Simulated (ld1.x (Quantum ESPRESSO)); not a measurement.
Reading a pseudo-wave (rhodium (Rh))

Columns: radius, all-electron u(r) and pseudo u(r) of the 4p shell (level -50.38 eV) of rhodium in the configuration [Ar] 3d10 4s2 4p6 4d8 5s1 5p0; PBEsol, scalar-relativistic, TM scheme, ld1.x (Quantum ESPRESSO) 7.5.

| r (bohr) | all-electron | pseudo |
| --- | --- | --- |
| 0.143 | 0.0295 | 0.0585 |
| 0.285 | -0.5886 | 0.2199 |
| 0.428 | -0.1997 | 0.4507 |
| 0.570 | 0.4245 | 0.6969 |
| 0.713 | 0.8688 | 0.9064 |
| 0.855 | 1.0682 | 1.0322 |
| 0.998 | 1.0878 | 1.0569 |
| 1.140 | 1.0045 | 0.9928 |
| 1.283 | 0.8747 | 0.8727 |
| 1.425 | 0.7351 | 0.7350 |
| 1.568 | 0.6020 | 0.6020 |
| 1.710 | 0.4856 | 0.4856 |
| 1.853 | 0.3863 | 0.3863 |
| 1.995 | 0.3052 | 0.3052 |
| 2.138 | 0.2392 | 0.2392 |
| 2.280 | 0.1868 | 0.1868 |
| 2.423 | 0.1451 | 0.1451 |
| 2.565 | 0.1126 | 0.1126 |
| 2.708 | 0.0870 | 0.0870 |
| 2.850 | 0.0672 | 0.0672 |
| 2.992 | 0.0518 | 0.0518 |
| 3.135 | 0.0398 | 0.0398 |
| 3.278 | 0.0306 | 0.0306 |
| 3.420 | 0.0235 | 0.0235 |
| 3.563 | 0.0180 | 0.0180 |
| 3.705 | 0.0138 | 0.0138 |

Task: How many radial nodes do the two functions have?

Result: The all-electron 4p function has n − l − 1 = 2; the pseudo-wave has 0, since the states of the same l below it are removed with the core.

Task: At about which radius was the pseudo-wave matched?

Result: 1.55 bohr, where the columns begin to agree (steps of 0.14 bohr).

Task: Is the pseudo-wave norm-conserving?

Result: Yes: the TM scheme keeps the norm inside the radius equal to the all-electron one, which fixes the energy derivative of the logarithmic derivative at the level.
